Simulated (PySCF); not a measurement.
Al(Cl)(H)(SeH) (AlClH₂Se), SMILES [Cl][AlH][SeH]. Atoms are numbered in the order given.

```xyz
5

Al    -0.8260    -0.6663     0.0000
Cl     0.4212    -2.3482     0.0000
H     -2.3863    -0.8377     0.0000
Se     0.1319     1.4286     0.0000
H      1.4813     0.8471     0.0000
```
Charge 0, spin multiplicity 1.

Geometry optimised at PBE0-D3(BJ)/def2-TZVP. One conformer was computed; it need not be the lowest.

All values below come from TDA-LC-ωPBE/def2-SVPD (PySCF 2.14.0).

Vertical excitations. Isolated molecule, no solvent. State labels are in the subgroup Cs.

Computed UV-visible absorptions:
```tsv
state	symmetry	energy (eV)	λ (nm)	f	main pairs
S1	A"	5.87	211	0.002	HOMO→LUMO+2 73 %
S2	A'	6.08	204	0.081	HOMO→LUMO 86 %
S3	A"	6.33	196	0.032	HOMO−1→LUMO 46 %, HOMO→LUMO+1 35 %
S4	A"	6.47	192	0.060	HOMO−1→LUMO 45 %, HOMO→LUMO+1 36 %
S5	A'	7.49	166	0.051	HOMO−1→LUMO+2 70 %
S6	A'	7.80	159	0.420	HOMO−1→LUMO+1 71 %
S7	A"	7.82	159	0.015	HOMO−2→LUMO 54 %
S8	A"	7.87	158	0.001	HOMO−2→LUMO 27 %, HOMO→LUMO+3 26 %, HOMO→LUMO+8 15 %, HOMO→LUMO+10 12 %
S9	A"	7.97	156	0.007	HOMO−4→LUMO 82 %
S10	A'	8.21	151	0.022	HOMO−3→LUMO 87 %
T1	A'	5.17	240	0	HOMO→LUMO 91 %
T2	A"	5.35	232	0	HOMO→LUMO+2 67 %
T3	A"	5.80	214	0	HOMO−1→LUMO 42 %, HOMO→LUMO+1 28 %, HOMO→LUMO+3 8 %
T4	A"	6.01	206	0	HOMO−1→LUMO 36 %, HOMO→LUMO+1 35 %, HOMO→LUMO+3 6 %
```
Triplets are in the Tamm–Dancoff approximation.
